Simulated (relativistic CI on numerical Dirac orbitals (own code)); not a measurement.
**Sensitivity of the levels of Yb XXIV to α and to the nuclear radius**

Calculated at this level of theory: Dirac-Coulomb-Breit CI, KLI orbitals optimised for each configuration, derivatives by finite differences, unscaled Slater integrals, QED left out (own radial code, finite nucleus).

Configurations in the expansion (outside the closed core [Ar] 3d10 4s2): 4p⁶4d¹⁰4f, 4p⁶4d¹⁰5s, 4p⁶4d⁹4f², 4p⁶4d¹⁰5p, 4p⁶4d¹⁰5d, 4p⁵4d¹⁰4f², 4p⁶4d⁹5s², 4p⁶4d⁹4f5s. Levels of other configurations are missing.

With x = (α/α₀)² − 1 an excitation energy changes as ω = ω₀ + qx; K = 2q/ω₀ is the relative enhancement. Terms are leading LS components, so labels can repeat. The field-shift factor is F = δν/δ⟨r²⟩ for the transition from the lowest level.

Lowest level 4p⁶4d¹⁰4f ²F°5/2.

```csv
Level,ω₀ (cm⁻¹),q (cm⁻¹),K,F (GHz/fm²)
4p⁶4d¹⁰4f ²F°7/2,19058,17780,1.87,0.662
4p⁶4d¹⁰5s ²S1/2,712167,-309900,-0.87,403
4p⁶4d¹⁰5p ²P°1/2,1010722,-273600,-0.541,39
4p⁶4d¹⁰5p ²P°3/2,1164254,-92220,-0.158,20.3
4p⁶4d⁹4f² ⁴F3/2,1369845,4008,0.00585,14.9
4p⁶4d⁹4f² ⁴F5/2,1373947,3899,0.00568,15
4p⁶4d⁹4f² ⁴F7/2,1384348,11640,0.0168,15.3
4p⁶4d⁹4f² ⁴F9/2,1398835,22180,0.0317,15.7
4p⁶4d⁹4f² ²F7/2,1402295,4425,0.00631,15.2
4p⁶4d⁹4f² ⁴K13/2,1411339,-1417,-0.00201,15.1
4p⁶4d⁹4f² ⁴D5/2,1411779,6641,0.00941,15.3
4p⁶4d⁹4f² ²F5/2,1413710,14760,0.0209,15.5
4p⁶4d⁹4f² ⁴H9/2,1414791,5209,0.00736,15.3
4p⁶4d⁹4f² ⁴K15/2,1416680,13540,0.0191,15.6
4p⁶4d⁹4f² ⁴D7/2,1418044,18090,0.0255,15.7
4p⁶4d⁹4f² ⁴D3/2,1419974,13360,0.0188,15.5
4p⁶4d⁹4f² ⁴H11/2,1421517,13630,0.0192,15.6
4p⁶4d⁹4f² ⁴K17/2,1422534,23970,0.0337,16
4p⁶4d⁹4f² ⁴I11/2,1428948,3997,0.00559,15.3
4p⁶4d⁹4f² ⁴D1/2,1429684,20620,0.0288,15.7
4p⁶4d⁹4f² ⁴G7/2,1429737,10820,0.0151,15.6
4p⁶4d⁹4f² ⁴H13/2,1431019,15480,0.0216,15.8
4p⁶4d⁹4f² ⁴G5/2,1433592,20300,0.0283,15.8
```

At this charge transitions that keep the count of f electrons are usually good to a few per cent. Terms inside the open d or f shell come out 10 to 20 % too wide with unscaled integrals. Levels that differ in their count of f electrons can be misplaced by several ten thousand cm⁻¹, since the correlation energy of f electrons is missing or only estimated; rates across such gaps can be off by orders of magnitude.
